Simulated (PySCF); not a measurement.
Question: Give a PBE0-D3(BJ)/def2-SVP geometry of `C=Nc1ccc(cc1)CC`.

Answer: 
```
atom  x, y, z in Å
C1     3.8971   -0.0063   -0.4722
N2     3.1714    0.8325    0.1381
C3     1.7938    0.6172    0.2606
C4     1.2397   -0.6362    0.5591
C5    -0.1379   -0.7816    0.6900
C6    -1.0045    0.3039    0.5223
C7    -2.4967    0.1282    0.6091
C8    -3.1210   -0.2630   -0.7282
C9    -0.4392    1.5533    0.2362
C10    0.9360    1.7170    0.1257
H11    3.5002   -0.9090   -0.9761
H12    4.9823    0.1597   -0.5225
H13    1.8993   -1.4914    0.7249
H14   -0.5508   -1.7633    0.9403
H15   -2.9541    1.0641    0.9689
H16   -2.7311   -0.6404    1.3638
H17   -2.7035   -1.2132   -1.0959
H18   -2.9218    0.5016   -1.4948
H19   -4.2120   -0.3821   -0.6408
H20   -1.0940    2.4210    0.1143
H21    1.3747    2.6966   -0.0744
```

Any rigid rotation of these coordinates is as good. Atoms count from 1 in this order. Of the pairs four or more bonds apart, C4···H11 is among the closest relative to their van der Waals radii: 2.75 Å, 95 % of the sum of Bondi's values. The 2 C–N bonds span 1.266 Å (C1=N2, drawn double) to 1.400 Å (N2–C3, drawn single), a spread of 0.134 Å. The 6-membered ring C3–C4–C5–C6–C9–C10 has internal angles of 117.8° to 121.4° (sum 720°, against 720° for a flat polygon); it is planar, 0.01 Å rms from its mean plane, widest ring torsion 2°. The 8 C–C bonds span 1.389 Å (C9–C10, aromatic) to 1.527 Å (C7–C8, drawn single), a spread of 0.138 Å.

Bonds between heavy atoms (Å): C1=N2 1.266, N2–C3 1.400, C3–C4 1.403, C4–C5 1.391, C5–C6 1.399, C6–C7 1.505, C7–C8 1.527, C6–C9 1.401, C9–C10 1.389, C3–C10 1.401.

Computed, not measured: PBE0-D3(BJ)/def2-SVP geometry optimisation, gas phase in PySCF.

Point group: C1 (no symmetry element, even within 0.4 Å). Whether it is a minimum is left open (no frequencies). The numbers are those of one conformer (C1–N2–C3–C4 42°, C5–C6–C7–C8 -87°).

The run took about 4 min of CPU time (one thread, shared machine). That covers the optimisation of the geometry.
